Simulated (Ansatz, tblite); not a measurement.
Removing and adding an electron: TiH3. Total charge 0; doublet. Geometry: PBE-D4/def2-TZVP. Ansatz, gas phase; energy differences of separate SCF runs; the oxidised species is a singlet (the triplet lies 1.63 eV higher at PBE0-D4/def2-TZVP); the reduced species is a triplet (the singlet lies 0.72 eV higher at PBE0-D4/def2-TZVPD).

Cartesian coordinates in Å:
```
Ti 0.024 -0.021 0.256
H 1.665 0.254 -0.225
H -1.047 1.332 0.121
H -0.642 -1.566 -0.152
```

The xTB rows come from tblite. Correlated methods freeze 5 core orbitals; core or outer-core shells of Ti are correlated, in sets that lack core-valence functions. No other spin state of charge 0 was run.

```csv
level,−HOMO (eV),vertical IE (eV),−LUMO (eV),vertical EA (eV),HOMO–LUMO gap (eV),IE − EA (eV),remarks
GFN1-xTB,–,13.26,–,5.84,–,7.42,–
GFN2-xTB,–,12.66,–,4.92,–,7.75,–
PBE-D4/def2-TZVP,4.84,8.32,4.01,–,0.83,–,restricted SCF unstable in HF (+1 singlet)
PBE-D4/def2-TZVPD,4.87,–,4.04,0.90,0.82,–,HOMO above zero (-1 triplet)
r2SCAN-D4/def2-TZVP,5.33,8.50,3.68,–,1.65,–,restricted SCF unstable in HF (+1 singlet)
r2SCAN-D4/def2-TZVPD,5.35,–,3.70,0.87,1.65,–,HOMO above zero (-1 triplet)
PBE0-D4/def2-TZVP,6.67,8.65,2.45,–,4.22,–,restricted SCF unstable in HF (+1 singlet)
PBE0-D4/def2-TZVPD,6.69,–,2.47,0.92,4.22,–,HOMO above zero (-1 triplet)
CCSD/def2-TZVPD,–,–,–,0.51,–,–,large T1 (0.061) (-1 triplet)
CCSD(T)/def2-TZVPD,–,–,–,0.46,–,–,large T1 (0.061) (-1 triplet)
```

Run but left out: HF/def2-TZVPP, MP2/def2-TZVPP, CCSD/def2-TZVPP, CCSD(T)/def2-TZVPP (charge +1 singlet: restricted singlet, unstable towards broken spin symmetry); HF/def2-TZVPD, MP2/def2-TZVPD (charge -1 triplet: a determinant that CCSD turns far, T1 0.061).   A HOMO above zero means that the electron is unbound at that level or that self-interaction error raises the level; the energy of removing that electron tells which. HOMO and LUMO are the levels of the spin that leaves or enters (xTB has no such levels and no spin-polarisation term). Other spin states of the ions may lie lower, which would lower the ionisation energy or raise the affinity. Raw xTB energy differences between charge states are shifted by several eV; the methods need an empirical correction for them.
